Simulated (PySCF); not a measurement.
Si(CF3)(Cl)2(H) (CHCl2F3Si), SMILES FC(F)(F)[SiH](Cl)Cl.

The structure is a stationary point at ωB97X-D3(BJ)/def2-SVP.

Computed with SMD-B3LYP/6-31G* in PySCF.

Solvation free energies are E(SMD) − E(gas) at the gas-phase geometry, for 1 M in both phases. In vacuum the dipole moment is 1.29 D.

Computed solvation free energies in water, toluene, n-hexane:
```
solvent   ΔG(solv) (kcal/mol)  its non-electrostatic (CDS) part  dipole (D)
--------  -------------------  --------------------------------  ----------
water                     2.1                               3.9        1.70
toluene                  -2.0                              -1.2        1.46
n-hexane                 -1.9                              -1.3        1.42
```
